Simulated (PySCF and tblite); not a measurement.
Values are calculated unless marked as measured or tabulated.
System: C7H13 (charge +1), numbered as in [CH3:1][C+:2]1[CH2:3][CH2:4][CH2:5][C@@H:6]1[CH3:7].

Level: PBE/pcSseg-1 + D3(BJ) on B3LYP-D3(BJ)/def2-SVP stationary points, with GFN2-xTB thermal terms. Rate constants are transition-state-theory values, counting equivalent paths, without tunnelling. Programs: tblite and PySCF.

The ion is treated without a counter-ion.

(1) Estimate the barrier and the room-temperature rate of the shift of H on C6 from C6 to C2.

## Answers

(1) The electronic barrier is 3.6 kcal/mol and ΔG‡(298 K) 2.3 kcal/mol, over a Cs saddle with an imaginary mode of 612i cm⁻¹ (GFN2-xTB). With 1 equivalent path, k is 1.3×10¹¹ s⁻¹, a mean lifetime of the start of 7.5 ps against this motion.
